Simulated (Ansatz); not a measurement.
## Ligand exchange: AuCl + SnH3(SH) → AuSH + SnH3Cl

Species: AuCl (gold monochloride), singlet; SnH3(SH), singlet; AuSH `[SH][Au]`, singlet; SnH3Cl `[Cl][SnH3]`, singlet. The partners trade Cl for SH: Au–Cl and Sn–SH bonds give way to Au–SH and Sn–Cl.

Shapes, held fixed at every level: PBE0-D4/def2-TZVP. Programs: Ansatz 0.2.0. The zero-point and thermal change to 298 K, harmonic and unscaled (PBE0-D4/def2-TZVP), is -0.8 kJ/mol.

```tsv
level	kind	ΔH(298 K) (kJ/mol)	less CCSD(T)/def2-TZVPP
HF/def2-SVP	Hartree–Fock	-29.8	+24.6
PBE-D4/def2-TZVPP	GGA	-57.9	-3.5
r2SCAN-D4/def2-TZVPP	meta-GGA	-59.5	-5.1
wB97M-V/def2-TZVPP	range-separated hybrid	-45.8	+8.6
MP2/def2-SVP	perturbation theory	-66.6	-12.2
MP2/def2-TZVPP	perturbation theory	-66.2	-11.8
CCSD/def2-TZVPP	coupled cluster or CI	-51.3	+3.1
CCSD(T)/def2-TZVPP	coupled cluster or CI	-54.4	0.0
```

The highest level, CCSD(T)/def2-TZVPP, gives ΔH(298 K) = -54.4 kJ/mol; the levels span -66.6 to -29.8. The column of differences is taken from that level and isn't an error. No measured value is set beside it here. T1 is large for AuCl, AuSH, so single-reference values are less sure there. For atoms past krypton def2 sets carry core potentials with scalar relativity. Correlated rows may include outer-core shells of Au, Sn, which these sets cover unevenly.
